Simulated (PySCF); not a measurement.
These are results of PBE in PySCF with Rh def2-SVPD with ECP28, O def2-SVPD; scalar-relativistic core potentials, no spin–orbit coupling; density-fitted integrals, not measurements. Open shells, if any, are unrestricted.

Question: What spin state, shape and geometry does isolated [RhO4]- take (every ligand bound to Rh)?

Answer: Formally Rh is in oxidation state +7, d2, with 2 unpaired electrons (the high-spin count). The Mulliken spin on Rh is 0.68, so most of the spin sits on the ligands and the formal count fails. The polar-tensor charge on Rh, 1.56, is far below the formal one. The lowest minimum found is a triplet of Td symmetry with Rh–O 1.768 Å (×4); O–Rh–O 109.5° (×6). Its harmonic wavenumbers are 229 (t2), 254 (e), 776 (t2), 784 (a1) cm⁻¹ and its dipole moment is 0.00 D about the centre of mass.

Other isomers or separated fragments may lie lower. With open d or f shells other occupations or spin states may lie lower. The lowest empty level of this anion is unbound, so it and the gap depend on the basis.
